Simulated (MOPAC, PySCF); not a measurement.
C10H16O3Sn, SMILES `C[O][Sn]([CH2]c1ccccc1)([O]C)[O]C`, neutral singlet in the gas phase. In the def2 sets core potentials replace the inner electrons of Sn.

Z-matrix (Å, degrees):
```
Sn
O 1 1.9734
C 2 1.4038 1 121.22
H 3 1.1034 2 108.42 1 161.91
H 3 1.1050 4 107.85 2 122.68
H 3 1.1074 4 107.38 5 115.90
O 1 1.9816 2 102.56 3 -35.22
C 7 1.4029 1 121.38 2 170.58
H 8 1.1035 7 108.40 1 -169.15
H 8 1.1063 9 107.68 7 122.17
H 8 1.1070 9 107.43 10 115.32
O 1 1.9857 2 112.10 3 77.92
C 12 1.3994 1 121.67 2 -59.14
H 13 1.1036 12 108.82 1 -166.64
H 13 1.1073 14 107.29 12 121.94
H 13 1.1073 14 107.33 15 115.21
C 1 2.1424 2 115.02 3 -162.89
H 17 1.0980 1 108.62 2 34.02
H 17 1.0996 18 109.06 1 114.43
C 17 1.4975 18 113.09 19 126.27
C 20 1.4004 17 120.85 18 16.60
C 21 1.3935 20 120.76 17 176.95
H 22 1.0928 21 119.66 20 -179.98
H 21 1.0936 22 119.77 23 -0.36
C 22 1.3939 23 120.12 21 -179.97
H 25 1.0924 22 120.24 23 0.06
C 25 1.3952 26 120.27 22 -179.95
C 27 1.3919 25 120.32 26 179.82
H 27 1.0928 28 119.60 20 179.80
H 28 1.0941 27 119.97 29 1.43
```
Charge 0, multiplicity 1.

All levels are single points at this geometry (PBE0-D3(BJ)/def2-SVP); Pople sets use spherical d functions. Orbital energies aren't observables, and empty levels follow the basis.

PBE/6-31G* (LANL2DZ on Sn) in PySCF gives dipole (D) = 1.58.

### Question
Estimate the dipole (D) from each of these levels: CAM-B3LYP-D3(BJ)/def2-SVP in PySCF; PBE-D3(BJ)/def2-SVP in PySCF; B3LYP/6-31G* (LANL2DZ on Sn) in PySCF; PM6 in MOPAC; PM7 in MOPAC.

### Answer

```csv
level,dipole (D)
CAM-B3LYP-D3(BJ)/def2-SVP in PySCF,1.53
PBE-D3(BJ)/def2-SVP in PySCF,1.43
B3LYP/6-31G* (LANL2DZ on Sn) in PySCF,1.65
PM6 in MOPAC,1.42
PM7 in MOPAC,1.21
```
